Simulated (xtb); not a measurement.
LaF₂, SMILES [La+]([F])[F], charge +1. All values are semi-empirical tight-binding results from xtb (GFN2-xTB unless named), good for trends rather than for accurate numbers. Geometry: GFN2-xTB. The multiplicity is an assumed one; other spin states were not compared. The isomer is the one that the SMILES or the coordinates give; other isomers of the formula were not compared.

For metal compounds this method's bond lengths and energies can be far off.

| Item | Value |
|---|---|
| point group as xtb finds it | C2v |
| orbital gap | 1.53 eV |
| zero-point energy | 0.9 kcal/mol |
| G − E(el) at 298.15 K (modified RRHO) | -17.3 kcal/mol |
